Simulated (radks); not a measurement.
Question: Coherent X-ray form factor from a spherical all-electron density. All-electron calculation, Dirac Kohn-Sham, BLYP, spin-unpolarised, spherical densities, finite nucleus; Fermi nuclear charge, rms radius of each element as measured or else 0.836 A^(1/3) + 0.57 fm. Program: a radial shooting solver on a logarithmic mesh with Libxc functionals.

sin(theta)/lambda (1/angstrom),f0 (electrons)
0.05,19.854
0.1,19.426
0.15,18.749
0.2,17.871
0.25,16.848
0.3,15.742
0.4,13.495
0.5,11.471
0.6,9.833
0.8,7.709
1,6.568
1.25,5.620
1.5,4.764
2,3.236

The species is in the configuration that NIST lists as its ground one. Which atom or ion scatters so?

Answer: The iron ion Fe6+, [Ar] 3d(3/2: 2, 5/2: 0). Extrapolating in s^2 from the first two rows gives f0(0) = 20.0, near the electron count 20; among species with that count, the fall with angle is slower the higher Z, and the table is that of Z = 26; from so few rows the species is fixed only to a neighbour or two.
